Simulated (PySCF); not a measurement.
State search for RbGe

Unrestricted PBE0; Rb def2-SVP with ECP28, Ge def2-SVP; scalar-relativistic core potentials (PySCF 2.14). Outer shells of the fragments: Rb 5s1; Ge 3d10 4s2 4p2.

Followed along the bond (rough minima from three points):

```
2Ms+1   unpaired  ⟨S²⟩ at the start  R at minimum (Å)  Te (eV)
    4  σ ↑, π ↑↑               3.75              3.26     0.00
    2  σ ↓, π ↑↑               1.76              3.31     0.49
    2  σ ↑, π ↑↓               1.76              3.28     0.52
    2        π ↑               0.79              3.52     0.77
    2        σ ↑               0.75              3.28     1.31
```

Solutions found at the starting distance of 3.220 Å, counted from the lowest of them; the search is not exhaustive and high or unbound solutions are not listed, so other states can lie among these:

```
2Ms+1   unpaired   term  E (eV)  ⟨S²⟩  ⟨Lz²⟩   μ (D)
    4  σ ↑, π ↑↑    ⁴Σ⁻    0.00  3.75   0.00  -10.06
    2  σ ↓, π ↑↑  mixed    0.49  1.76   0.00   -9.11
    2  σ ↑, π ↑↓  mixed    0.52  1.76   2.01   -9.68
    2        π ↑     ²Π    0.86  0.79   1.00   -6.61
    2        σ ↑  mixed    1.31  0.75   2.00   -9.65
    2        π ↑     ²Π    1.66  0.75   1.02  -11.02
    4  σ ↑↑, π ↑     ⁴Π    1.85  3.75   1.01    2.82
    4  σ ↑, π ↑↑  mixed    3.02  3.75   2.00    3.40
    4      π ↑↑↑     ⁴Π    3.24  3.75   1.00    3.70
    4  π ↑↑, δ ↑     ⁴Δ    4.01  3.75   4.00    0.82
```

A term symbol is given only where ⟨S²⟩ and ⟨Lz²⟩ are close to those of a pure state; real π, δ and φ orbitals otherwise mix terms. A positive dipole means Rb(−)Ge(+).

Spin–orbit coupling is left out.
